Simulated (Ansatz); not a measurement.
`[CH3][SnH]([CH3])[Cl]` + silanol → `[CH3][SnH]([Cl])[O][SiH3]` + CH₄ at 700 K and 1 bar (ligand exchange at the Sn–C bond).

Calculated with Ansatz (gas phase, PBE0-D4/def2-TZVP geometries, no zero-point term in ΔE). CCSD(T)/CBS is the MP2 limit (def2-TZVPP, def2-QZVPP) plus CCSD(T) − MP2 in def2-TZVPP, frozen cores. This one scheme is used for every species. def2 core potentials past Kr. For Sn outer-core shells are correlated without core-valence functions, which leaves a few kJ/mol of doubt a bond. One conformer a species, not always the lowest.

| species | CCSD(T)/CBS energy (Eh) | H − E (kJ/mol) | S (J/(mol·K)) |
| --- | --- | --- | --- |
| `[CH3][SnH]([CH3])[Cl]` | -754.17727 | 292.8 | 499.2 |
| `O[SiH3]` | -366.69042 | 144.6 | 321.6 |
| `[CH3][SnH]([Cl])[O][SiH3]` | -1080.43028 | 291.4 | 581.6 |
| CH₄ | -40.46206 | 145.9 | 224.0 |

H − E and S are ideal-gas, rigid-rotor, harmonic terms from PBE0-D4/def2-TZVP, for one conformer and one mirror image of each species. 1 Eh = 2625.50 kJ/mol, R = 8.31446 J/(mol·K).

**Question.** By hand: ΔE, ΔH, ΔS and ΔG.

**Answer.** ΔE = (-1080.43028) + (-40.46206) − (-754.17727) − (-366.69042) = -0.02465 Eh = -64.7 kJ/mol. Δ(H − E) = 291.4 + 145.9 − 292.8 − 144.6 = -0.1, so ΔH = -64.8 kJ/mol. ΔS = 581.6 + 224.0 − 499.2 − 321.6 = -15.2 J/(mol·K). ΔG = -64.8 − 700 × (-15.2)/1000 = -54.2 kJ/mol.

**Question.** By hand: the equilibrium constant, and the temperature at which ΔG would vanish if ΔH and ΔS stayed fixed.

**Answer.** log₁₀ K = −ΔG/(RT ln 10) = 4.0. ΔG = 0 at ΔH/ΔS = 4263 K, far beyond where these terms or the molecules hold.

ΔH outweighs TΔS. A doubt of 5 kJ/mol in ΔE shifts log₁₀ K by 0.4 here. Other conformers and mirror images would add mixing entropy, several J/(mol·K) or more a flexible species. Modes under 60 cm⁻¹, often nearly free rotors, make the harmonic entropy too high. These are equilibria of isolated gas molecules and say nothing of rates. Largest T1 diagnostic: 0.012 (customary marks: 0.02 for closed shells, 0.045 for open ones).
